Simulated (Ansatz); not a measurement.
Geometry optimisation, DFT PBEsol, scalar-relativistic, plane waves, PAW (Ansatz).

Input:

```yaml
crystal:
  lattice:
    - [0.0, 5.43, 5.43]
    - [5.43, 0.0, 5.43]
    - [5.43, 5.43, 0.0]
  atoms:
    - { symbol: Si, position: [0.0, 0.0, 0.0] }
    - { symbol: Si, position: [0.125, 0.125, 0.125] }
    - { symbol: Si, position: [0.0, 0.0, 0.5] }
    - { symbol: Si, position: [0.125, 0.125, 0.625] }
    - { symbol: Si, position: [0.0, 0.5, 0.0] }
    - { symbol: Si, position: [0.125, 0.625, 0.125] }
    - { symbol: Si, position: [0.0, 0.5, 0.5] }
    - { symbol: Si, position: [0.125, 0.625, 0.625] }
    - { symbol: Si, position: [0.5, 0.0, 0.0] }
    - { symbol: Si, position: [0.625, 0.125, 0.125] }
    - { symbol: Si, position: [0.5, 0.0, 0.5] }
    - { symbol: Si, position: [0.625, 0.125, 0.625] }
    - { symbol: Si, position: [0.5, 0.5, 0.0] }
    - { symbol: Si, position: [0.625, 0.625, 0.125] }
    - { symbol: Si, position: [0.5, 0.5, 0.5] }
    - { symbol: Si, position: [0.625, 0.625, 0.625] }
    - { symbol: B, position: [0.81176717, 0.57103152, 0.79896528], spin: 1.0 }
magnetization:
  spin_polarized: true
basis:
  ecutwfc: 420.0
kpoints:
  mp_grid: { grid: [2, 2, 2] }
hamiltonian:
  xc: pbesol
  pseudopotentials: { kind: paw, azcp: { folder: soft_1 } }
scf:
  occupations: { method: fermi_dirac, width: 0.05 }
  lower_state_search: "off"
relax:
  f_tol: 0.03
  max_steps: 60
  adjacent_minimum: "off"
output:
  write_density: true
  write_potential: true
  elf: true
  volumetric_format: npy
```

Command:

```bash
$ ansatz run input.yaml --threads 2 --pin off --max-ram 5120MiB --backend cpu --events-out ev --progress --plain --runs-dir out
```

Problem. Where does it end, and by what steps?

Solution. It converged. Limits of this set-up: coarse k mesh, PAW files made for another functional. After 3 steps the energy has fallen by 0.151 eV; B17 moved furthest, 0.08 Å.

```json
{"step": "0", "energy less start (eV)": "0.0000", "largest force component (eV/Å)": "0.525", "accepted": "yes"}
{"step": "1", "energy less start (eV)": "-0.1348", "largest force component (eV/Å)": "0.166", "accepted": "yes"}
{"step": "2", "energy less start (eV)": "-0.1462", "largest force component (eV/Å)": "0.088", "accepted": "yes"}
{"step": "3", "energy less start (eV)": "-0.1515", "largest force component (eV/Å)": "0.019", "accepted": "yes"}
```

```xyz
17
Lattice="0.0000 5.4300 5.4300 5.4300 0.0000 5.4300 5.4300 5.4300 0.0000" Properties=species:S:1:pos:R:3
Si 0.010 -0.018 0.014
Si 1.340 1.362 1.345
Si 2.727 2.695 0.013
Si 4.059 4.083 1.345
Si 2.676 0.002 2.679
Si 4.090 1.336 4.090
Si 5.422 2.751 2.678
Si 6.825 4.031 4.082
Si 0.008 2.695 2.732
Si 1.341 4.081 4.065
Si 2.728 5.415 2.733
Si 4.058 6.796 4.063
Si 2.677 2.749 5.425
Si 4.078 4.030 6.828
Si 5.412 5.444 5.416
Si 6.826 6.777 6.828
B 7.463 8.817 7.472
```

The run took 37 s on 2 threads of AMD EPYC 7B13 (Zen 3), on a shared host, peak memory 0.74 GiB.
